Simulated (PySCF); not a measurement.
Several orderings of computed values.

Each SMILES stands for a single optimised conformer of the isolated species, non-relativistic unless stated; the electronic structure was computed with PySCF and density fitting.

Dipoles, sizes and rotational constants follow the conformer. The torsions of the flexible species, by atom-mapped SMILES:
- `[CH3:1][CH:2]([CH3:3])[O:4][SiH2:5][N:6]([CH3:7])[CH3:8]`: C1–C2–O4–Si5 -53°, C2–O4–Si5–N6 -174°, O4–Si5–N6–C7 39°
- `[H]/[N:8]=[CH:7]/[c:6]1[cH:5][cH:4][c:3]([C:2]#[CH:1])[cH:10][cH:9]1`: C5–C6–C7–N8 0°
- `[CH3:1][SiH2:2][C@@H:3]1[CH2:4][C@@H:5]1[N:6]([SiH3:7])[SiH3:8]`: C1–Si2–C3–C4 -126°, C4–C5–N6–Si7 -165°
- `[CH3:1][SiH2:2]/[CH:3]=[C:4](/[CH2:5][F:6])[SiH2:7][PH2:8]`: C1–Si2–C3–C4 168°, C3–C4–C5–F6 2°, C3–C4–Si7–P8 -93°, H–P8–Si7–C4 165°, H–P8–Si7–C4 72°
- `[CH2:1]=[CH:2]/[CH:3]=[CH:4]\[CH:5]=[CH:6]/[C:7]([Cl:8])([Cl:9])[Cl:10]`: C1–C2–C3–C4 180°, C3–C4–C5–C6 180°, C5–C6–C7–Cl8 60°
- `[CH3:1][Si:2]([CH3:3])([CH3:4])[c:5]1[p:6][c:7]([F:8])[cH:9][s:10]1`: C1–Si2–C5–P6 -118°
- `[CH3:1][O:2][CH2:3][Si@@H:4]([Cl:5])[C@H:6]([CH3:7])[O:8][CH3:9]`: C1–O2–C3–Si4 67°, O2–C3–Si4–Cl5 38°, C3–Si4–C6–C7 174°, Si4–C6–O8–C9 -169°

The conformers of `C1CC[N+]2(C1)CCCC2` aren't listed.

(1) Rank by dipole moment, highest first (PBE0/pcSseg-1 at GFN2-xTB geometries).
A. `C[SiH2][C@@H]1C[C@@H]1N([SiH3])[SiH3]`
B. `C=C/C=C\C=C/C(Cl)(Cl)Cl`
C. `CC(C)O[SiH2]N(C)C`
D. `[H]/N=C/c1ccc(C#C)cc1`
E. `c1ccc2ncccc2c1`
F. `C[SiH2]/C=C(/CF)[SiH2]P`

(2) Rank by smallest rotational constant, lowest first (GFN2-xTB).
A. `CC(C)O[SiH2]N(C)C`
B. `[H]/N=C/c1ccc(cc1)C#C`
C. `C(Cl)(/C=C\C=C/C=C)(Cl)Cl`
D. `C[SiH2]/C=C(/CF)[SiH2]P`
E. `F[Si]F` [triplet]
F. `c1cc2c(cccc2)nc1`

(3) Rank by HOMO–LUMO gap, lowest first (PBE0/pcSseg-1 at GFN2-xTB geometries).
A. `COC[Si@@H](Cl)[C@H](C)OC`
B. `c12cccnc2cccc1`
C. `C(=C)/C=C\C=C/C(Cl)(Cl)Cl`
D. `CC(C)O[SiH2]N(C)C`
E. `[H]/N=C/c1ccc(C#C)cc1`
F. `C[Si](C)(C)C1=PC(F)=CS1`
G. `C1CC[N+]2(C1)CCCC2`

(4) Rank by HOMO energy, lowest first (PBE0/pcSseg-1 at GFN2-xTB geometries).
A. `CC(O[SiH2]N(C)C)C`
B. `[N+]12(CCCC2)CCCC1`
C. `C[SiH2][C@@H]1C[C@@H]1N([SiH3])[SiH3]`
D. `C[SiH2]/C=C(/CF)[SiH2]P`

Results:

(1) B (3.07 D), E (2.07 D), D (1.69 D), F (1.44 D), A (1.09 D), C (0.68 D).

(2) C (0.366 GHz), D (0.503 GHz), B (0.636 GHz), A (0.730 GHz), F (0.918 GHz), E (6.345 GHz).

(3) C (4.51 eV), E (5.07 eV), B (5.29 eV), F (5.50 eV), D (7.15 eV), A (7.56 eV), G (10.44 eV).

(4) B (-13.60 eV), D (-7.49 eV), C (-6.71 eV), A (-6.16 eV).
